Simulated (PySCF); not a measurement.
First SCF of a structure search on triplet [IrN2]+, at a hand-made end-on geometry. PySCF input:

```python
from pyscf import gto, scf, dft
mol = gto.M(atom='''
Ir     0.000000     0.000000     0.000000
N      0.000000     0.000000     1.987900
N      1.044000     0.000000     2.587900''',
    basis={'Ir': 'def2-TZVP', 'N': 'def2-TZVP'},
    ecp={'Ir': 'def2-TZVP'},
    charge=1, spin=2)
mf = dft.UKS(mol, xc='PBE0')
mf.grids.atom_grid = (50, 194)
aux = {'Ir': 'def2-universal-JKFIT', 'N': 'def2-universal-JKFIT'}
mf = mf.density_fit(auxbasis=aux)
mf.conv_tol = 1e-08
mf.diis_space = 10
mf.max_cycle = 60
mf.init_guess = 'minao'
mf.verbose = 4
mf.kernel()
```

Excerpt of the output (cycles alone):

```
init E= -197.578382981416
cycle= 1 E= -212.671547898388  delta_E= -15.1  |g|= 1.07  |ddm|= 5.55
cycle= 2 E= -201.79489553502  delta_E= 10.9  |g|= 4.19  |ddm|=  4.9
cycle= 3 E= -212.428117875052  delta_E= -10.6  |g|= 1.38  |ddm|= 4.65
cycle= 4 E= -213.306339174877  delta_E= -0.878  |g|= 0.309  |ddm|= 0.824
cycle= 5 E= -213.274332897905  delta_E= 0.032  |g|= 0.443  |ddm|= 0.333
cycle= 6 E= -213.352949989816  delta_E= -0.0786  |g|= 0.0326  |ddm|= 0.203
cycle= 7 E= -213.3554026227  delta_E= -0.00245  |g|= 0.0189  |ddm|= 0.0966
cycle= 8 E= -213.356597282894  delta_E= -0.00119  |g|= 0.0109  |ddm|= 0.0562
cycle= 9 E= -213.35813633289  delta_E= -0.00154  |g|= 0.00926  |ddm|= 0.101
cycle= 10 E= -213.358768272822  delta_E= -0.000632  |g|= 0.00575  |ddm|= 0.0607
cycle= 11 E= -213.359211717327  delta_E= -0.000443  |g|= 0.00378  |ddm|= 0.0664
cycle= 12 E= -213.359333915667  delta_E= -0.000122  |g|= 0.00274  |ddm|= 0.0267
cycle= 13 E= -213.359500186933  delta_E= -0.000166  |g|= 0.00196  |ddm|= 0.0498
cycle= 14 E= -213.35958103665  delta_E= -8.08e-05  |g|= 0.00167  |ddm|= 0.0331
cycle= 15 E= -213.359633807717  delta_E= -5.28e-05  |g|= 0.00141  |ddm|= 0.0238
cycle= 16 E= -213.359668062949  delta_E= -3.43e-05  |g|= 0.00126  |ddm|= 0.0165
cycle= 17 E= -213.359702565511  delta_E= -3.45e-05  |g|= 0.000998  |ddm|= 0.0181
cycle= 18 E= -213.359743841799  delta_E= -4.13e-05  |g|= 0.000978  |ddm|= 0.0268
cycle= 19 E= -213.35977528338  delta_E= -3.14e-05  |g|= 0.000593  |ddm|= 0.0296
cycle= 20 E= -213.359787712563  delta_E= -1.24e-05  |g|= 0.000413  |ddm|= 0.0196
cycle= 21 E= -213.359791985806  delta_E= -4.27e-06  |g|= 0.000243  |ddm|= 0.0109
cycle= 22 E= -213.359793959561  delta_E= -1.97e-06  |g|= 0.000188  |ddm|= 0.0114
cycle= 23 E= -213.359794169433  delta_E= -2.1e-07  |g|= 4.35e-05  |ddm|= 0.00329
cycle= 24 E= -213.359794179935  delta_E= -1.05e-08  |g|= 2.88e-05  |ddm|= 0.000903
cycle= 25 E= -213.359794182517  delta_E= -2.58e-09  |g|= 1.36e-05  |ddm|= 0.000183
Extra cycle  E= -213.359794182685  delta_E= -1.68e-10  |g|= 1.76e-05  |ddm|= 3.43e-05
converged SCF energy = -213.359794182685  <S^2> = 2.0197812  2S+1 = 3.0131586
```

No lower solution of this spin was found from smeared starts or by a stability analysis within the unrestricted form.

With open d or f shells other occupations or spin states may lie lower. With an element this heavy the missing spin–orbit coupling can shift these numbers.

The search for the lowest solution, 3 starts and the stability check together, took 20 s on 2 threads of a shared Intel Xeon Platinum 8259CL @ 2.50GHz (Skylake/Cascade Lake) host, with 102 basis functions; the process peaked at 0.4 GiB.
